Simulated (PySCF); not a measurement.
From computed data to an observable: oscillator strength and radiative lifetime

BH4O3, SMILES OB(O)[OH2+], charge +1.

The structure is a stationary point at PBE0-D3(BJ)/def2-SVP. The isomer is the one that the SMILES or the coordinates give; other isomers of the formula were not compared. The values are those of a single conformer.

TDA-B3LYP/def2-SVPD run with PySCF puts the first singlet state with f over 0.02 at 9.60 eV (vertical), with the transition dipole (0.494, 0.235, -0.075) in atomic units.

**Question.** Find the oscillator strength, the wavelength and the radiative lifetime that this transition would have in vacuum if emission retraced absorption.

**Answer.** 
|μ|² = 0.3049 au, so |μ| = 1.40 D. ΔE = 9.60/27.211 = 0.3528 hartree. f = (2/3) ΔE |μ|² = 0.072 (the program prints 0.072).
λ = 1239.84/9.60 = 129 nm; ν = 77429 cm⁻¹.
Einstein's coefficient A = 0.6670 ν² f s⁻¹ (ν in cm⁻¹) = 2.9e8 s⁻¹, so τ = 1/A = 3.5 ns. This state is S4; the lower singlets have f = 0.001, 0.016, 0.008. The figure is the radiative limit of this one transition; relaxation, internal conversion, crossing to triplets and a medium change what is measured.
